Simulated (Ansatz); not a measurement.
Consider the redistribution: `[AlH2][InH][Cl]` + `Cl[SiH]1C[SiH2]N1` → `[AlH2][SiH]1C[SiH2]N1` + `[Cl][InH][Cl]`.

Isolated molecules relaxed with PBE0-D4/def2-TZVP in Ansatz; ΔE leaves out vibrations. CBS: MP2 limit from def2 TZ/QZ plus the TZ coupled-cluster correction, frozen cores. Functionals use def2-TZVPP. def2 core potentials past Kr. For In outer-core shells are correlated without core-valence functions, which leaves a few kJ/mol of doubt a bond.

`[AlH2][InH][Cl]`:

```xyz
6

Al   -0.064   -0.280    1.393
In    0.447    0.047   -1.195
Cl   -1.463    1.177   -2.048
H    -0.839   -1.572    1.890
H     0.350    0.848    2.430
H     1.570   -0.219   -2.471
```

`Cl[SiH]1C[SiH2]N1`:

```xyz
11

Cl   -0.182    2.052    2.082
Si   -0.020    1.233    0.196
C     1.196   -0.186    0.078
Si   -0.301   -1.254   -0.343
N    -1.298    0.166   -0.220
H     0.163    2.398   -0.701
H     1.935   -0.092   -0.719
H     1.700   -0.431    1.012
H    -0.280   -1.865   -1.700
H    -0.626   -2.327    0.636
H    -2.287    0.307   -0.323
```

`[AlH2][SiH]1C[SiH2]N1`:

Cartesian coordinates in Å:
```
Al -1.043 -2.105 -1.421
Si 0.217 -0.067 -0.828
C 1.226 -0.057 0.785
Si 0.136 1.386 1.311
N -0.735 1.247 -0.175
H -0.364 -3.545 -1.358
H -2.569 -2.019 -1.871
H 1.069 0.350 -1.993
H 2.283 0.175 0.653
H 1.134 -0.949 1.405
H 0.849 2.682 1.507
H -0.683 1.151 2.535
H -1.519 1.751 -0.549
```

`[Cl][InH][Cl]`:

Z-matrix (Å, degrees):
```
In
Cl 1 2.312
Cl 1 2.312 2 111.9
H 1 1.694 2 124.1 3 -180.0
```

(1) Is it downhill or uphill in electronic energy at CCSD(T)/CBS, and by how much? (Best estimate.)

(2) What do these levels give: PBE-D4, r2SCAN-D4, PBE0, HF/def2-TZVPP, SCS-MP2/def2-TZVPP, SCS-MP2/def2-QZVPP? (Best estimate.)

Largest T1 diagnostic among the species: 0.014.

Answers

(1) Ansatz gave: Uphill: ΔE = +63.2 kJ/mol.

(2) Computed: PBE-D4 61.3, r2SCAN-D4 64.7, PBE0 61.9, HF/def2-TZVPP 57.1, SCS-MP2/def2-TZVPP 65.8, SCS-MP2/def2-QZVPP 66.7 kJ/mol.

In def2-TZVPP, CCSD(T) changes the Hartree–Fock value by +4.2 kJ/mol (the triples alone add −1.1 kJ/mol) and MP2 by +12.2 kJ/mol.
